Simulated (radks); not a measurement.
Species: Ni10+. Configuration: [Ar]. Method: scalar-relativistic Kohn-Sham, PBE, spin-unpolarised, spherical densities, point nucleus; computed with a radial shooting solver on a logarithmic mesh with Libxc functionals. Some entries of the table are withheld. Estimate them.

orbital,occ.,eigenvalue (eV),r(max) (bohr)
1s,2,-8478.940,0.03540
2s,2,(1),0.2045
2p,6,-1117.817,0.1649
3s,2,-346.4073,0.6084
3p,6,-304.7472,0.6032
3d,0,(2),0.5277
4s,0,-149.7038,(3)

Answer. 
(1) 2s eigenvalue (eV): -1254.969
(2) 3d eigenvalue (eV): -240.4459
(3) 4s r(max) (bohr): 1.378
